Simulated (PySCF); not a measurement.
**Radial density of Te⁺ (tellurium, charge +1)**

wB97M-V, [Kr] 4d10 5s2 5p3, high-spin 4S determinant. Computed with PySCF 2.14 in aug-cc-pwCVTZ-DK3 with one added diffuse shell each of s, p, d, f type (11s10p8d5f1g, 125 functions), with the spin-free X2C one-electron Hamiltonian (Gaussian nucleus).

```
r (bohr)  4πr²ρ (e/bohr)  4πr²(ρα − ρβ)
  0.0279           62.26         0.0228
  0.0470           61.63         0.0557
  0.0790           85.98         0.0445
   0.133           67.02        -0.0081
   0.224           70.47         0.1200
   0.376           42.36         0.0001
   0.632           25.33         0.2908
    1.06           15.59        -0.0220
    1.79           4.127         1.4400
    3.01           1.280         0.9113
    5.06         0.05826         0.0507
    8.52       0.0001035         0.0001
```

Densities and radii are taken from the X2C orbitals without a picture-change correction, which distorts them close to the nucleus.

(1) Where is the radial spin density 4πr²(ρα − ρβ) most negative, and why is it negative at all?

Answers

(1) Around r = 1.06 bohr, down to -0.0220 e/bohr: exchange with the open shell polarises the paired shells in an unrestricted calculation.
